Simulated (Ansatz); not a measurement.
Cl4Ta, doublet, at a GFN2-xTB geometry (such geometries of metal compounds can be far from the true shape) (the multiplicity is a formal guess) (core potentials on Ta); B3LYP/def2-TZVPP run with Ansatz (a quantum-chemistry and plane-wave program).

Input for Ansatz:
Ansatz 0.2 input:
```yaml
crystal:
  periodic: [false, false, false]
  atoms:
    - {symbol: Ta, position_ang: [-0.00000000, -0.00000000, -0.00000000]}
    - {symbol: Cl, position_ang: [1.36619073, -0.65859833, -1.66508424]}
    - {symbol: Cl, position_ang: [0.04287916, 0.60583721, 2.16883772]}
    - {symbol: Cl, position_ang: [-0.42428951, 2.05293560, -0.82350971]}
    - {symbol: Cl, position_ang: [-0.98478038, -2.00017448, 0.31975623]}
basis:
  gaussian:
    orbitals: def2-TZVPP
hamiltonian:
  xc: b3lyp
magnetization: {spin_polarized: true, initial_magnetization: 1}
```

**Question.** What does Ansatz print? Leave out banner, timings and long lists.

**Answer.** 
```
Functional definition: B3LYP
1626 factors; their error is unknown
mean field evaluation 1: about -51650.8879 eV, gradient 1.8e1 eV
mean field evaluation 2: about -51647.0865 eV, gradient 3.5e1 eV
mean field evaluation 4: about -51652.3324 eV, gradient 1.4e0 eV
mean field evaluation 8: about -51652.4440 eV, gradient 1.0e-1 eV
mean field evaluation 16: about -51652.4441 eV, gradient 3.5e-5 eV
mean field -51652.44409809 eV, -1898.1923093209 hartree, gradient 3.5e-5 eV, S^2 0.751997; 3 other end points of the search recorded, 0 dependent functions left out
reference -51652.44438839 eV, -1898.1923199892 hartree; 41, 40 occupied and 183, 184 virtual orbitals, 1626 factors
Total energy: -51652.44438839 eV, -1898.1923199892 hartree
```
